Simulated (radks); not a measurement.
Q: The mean radii <r> (bohr) of the occupied orbitals of an atom or ion are listed with their occupations. Calculated with a radial shooting solver on a logarithmic mesh with Libxc functionals: Dirac Kohn-Sham, PBE, spin-unpolarised, spherical densities, point nucleus.

orbital  occ.      <r>
1s1/2       2  0.03343
2s1/2       2   0.1453
2p1/2       2   0.1236
2p3/2       4   0.1284
3s1/2       2   0.4023
3p1/2       2   0.3955
3p3/2       4   0.4061
3d3/2       4   0.3818
3d5/2       6   0.3853
4s1/2       2    1.003
4p1/2       2    1.077
4p3/2       4    1.103
4d3/2     1.6    1.364
4d5/2     2.4    1.374

Name the element and its charge. Open shells, if any, are shared by 2j + 1.

A: Z = 44, ruthenium, charge +4: Ru4+ in [Kr] 4d4. The 1s radius gives Z: for a bare nucleus <r> = (2 gamma + 1)/(2Z) with gamma = sqrt(1 - (Z/c)^2), 0.03289 bohr for Z = 44, and screening makes it slightly larger (0.03343 here). The occupations add up to 40, and the charge is Z minus that.
